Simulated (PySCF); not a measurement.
C₃H₇O₂ (SMILES COCC[O]), doublet, geometry from GFN2-xTB, atoms displaced at random by about 0.08 Å a coordinate; HF/STO-3G, gradient (PySCF).

Input for PySCF:
```python
from pyscf import gto, scf

mol = gto.Mole()
mol.atom = '''
    C     2.06410916    0.40881211    0.13839730
    O     1.12850925   -0.65834786   -0.38804393
    C    -0.24767596   -0.22303228   -0.72241394
    C    -1.12683203   -0.12791967    0.81812377
    O    -2.36796576    0.35687224    0.38324803
    H     1.87273084    1.24147347   -0.83673636
    H     1.67333245    0.85063662    0.97862661
    H     2.95733406    0.02457097    0.14283227
    H    -0.68560062   -1.04293832   -1.10342955
    H    -0.13173511    0.52435321   -1.14113215
    H    -0.84341909   -1.04995967    1.17591981
    H    -0.60841736    0.84605326    1.17795661
'''
mol.basis = 'sto-3g'
mol.spin = 1
mol.verbose = 4
mol.build()

mf = scf.UHF(mol)
mf.conv_tol = 1e-4
mf.kernel()
g = mf.nuc_grad_method()
grad = g.kernel()
```

Output, abridged:

```
PySCF version 2.14.0

[INPUT] verbose = 4
[INPUT] num. atoms = 12
[INPUT] num. electrons = 41
[INPUT] charge = 0
[INPUT] spin (= nelec alpha-beta = 2S) = 1
[INPUT] symmetry False subgroup None
[INPUT] Mole.unit = angstrom
[INPUT] Symbol           X                Y                Z      unit          X                Y                Z       unit  Magmom
[INPUT]  1 C      2.064109160000   0.408812110000   0.138397300000 AA    3.900601003606   0.772542924306   0.261532993379 Bohr   0.0
[INPUT]  2 O      1.128509250000  -0.658347860000  -0.388043930000 AA    2.132573411538  -1.244097150094  -0.733296752000 Bohr   0.0
[INPUT]  3 C     -0.247675960000  -0.223032280000  -0.722413940000 AA   -0.468039732039  -0.421469926137  -1.365164495168 Bohr   0.0
[INPUT]  4 C     -1.126832030000  -0.127919670000   0.818123770000 AA   -2.129403925088  -0.241733142245   1.546029861297 Bohr   0.0
[INPUT]  5 O     -2.367965760000   0.356872240000   0.383248030000 AA   -4.474806758748   0.674390795060   0.724233814479 Bohr   0.0
[INPUT]  6 H      1.872730840000   1.241473470000  -0.836736360000 AA    3.538948392627   2.346044849213  -1.581202558865 Bohr   0.0
[INPUT]  7 H      1.673332450000   0.850636620000   0.978626610000 AA    3.162140045847   1.607470243326   1.849336271112 Bohr   0.0
[INPUT]  8 H      2.957334060000   0.024570970000   0.142832270000 AA    5.588551432248   0.046432403915   0.269913872050 Bohr   0.0
[INPUT]  9 H     -0.685600620000  -1.042938320000  -1.103429550000 AA   -1.295597402632  -1.970867789614  -2.085179647252 Bohr   0.0
[INPUT] 10 H     -0.131735110000   0.524353210000  -1.141132150000 AA   -0.248943278889   0.990883959437  -2.156427235436 Bohr   0.0
[INPUT] 11 H     -0.843419090000  -1.049959670000   1.175919810000 AA   -1.593831088330  -1.984136218139   2.222166385351 Bohr   0.0
[INPUT] 12 H     -0.608417360000   0.846053260000   1.177956610000 AA   -1.149742179831   1.598808948195   2.226015379521 Bohr   0.0

nuclear repulsion = 176.245766186492
number of shells = 22
number of NR pGTOs = 96
number of NR cGTOs = 32
basis = sto-3g
ecp = {}

******** <class 'pyscf.scf.uhf.UHF'> ********
method = UHF
initial guess = minao
damping factor = 0
level_shift factor = 0
DIIS = <class 'pyscf.scf.diis.CDIIS'>
diis_start_cycle = 1
diis_space = 8
diis_damp = 0
SCF conv_tol = 0.0001
SCF conv_tol_grad = None
SCF max_cycles = 50
direct_scf = True
direct_scf_tol = 1e-13
number electrons alpha = 21  beta = 20
Set gradient conv threshold to 0.01
init E= -264.121911063333

cycle= 1 E= -263.341300688057  delta_E= 0.781  |g|= 0.573  |ddm|= 2.88
cycle= 2 E= -263.592588520761  delta_E= -0.251  |g|= 0.409  |ddm|= 1.28
cycle= 3 E= -263.705425800077  delta_E= -0.113  |g|= 0.115  |ddm|= 0.513
cycle= 4 E= -263.734407615872  delta_E= -0.029  |g|= 0.0538  |ddm|= 0.295
cycle= 5 E= -263.740999795292  delta_E= -0.00659  |g|= 0.0154  |ddm|= 0.175
cycle= 6 E= -263.741348108863  delta_E= -0.000348  |g|= 0.0072  |ddm|= 0.031
cycle= 7 E= -263.741458254198  delta_E= -0.00011  |g|= 0.00373  |ddm|= 0.02
cycle= 8 E= -263.741502597323  delta_E= -4.43e-05  |g|= 0.00178  |ddm|= 0.0158
Extra cycle  E= -263.74150942444  delta_E= -6.83e-06  |g|= 0.00147  |ddm|= 0.00351
converged SCF energy = -263.74150942444  <S^2> = 0.78235059  2S+1 = 2.0320931

******** <class 'pyscf.grad.uhf.Gradients'> for <class 'pyscf.scf.uhf.UHF'> ********
unit = Eh/Bohr
--------------- UHF gradients ---------------
         x                y                z
0 C     0.2169967003    -0.0721968681     0.2032634440
1 O    -0.0130841632     0.0088075577    -0.0227612055
2 C    -0.0311371918     0.2583431116    -0.3266752043
3 C    -0.0875842901    -0.1571047952     0.1315459096
4 O     0.0347538229     0.0263015803    -0.0065743218
5 H    -0.0416295841     0.0548813854    -0.0926037632
6 H     0.0089744958    -0.0253775297    -0.0635312889
7 H    -0.1321639423     0.0501834848    -0.0096648346
8 H     0.0368854002     0.0621406232     0.0627136622
9 H    -0.0108040789    -0.3203841394     0.1905894406
10 H     0.0076096097     0.0549035891    -0.0463428407
11 H     0.0111832215     0.0595020003    -0.0199589973
----------------------------------------------
```
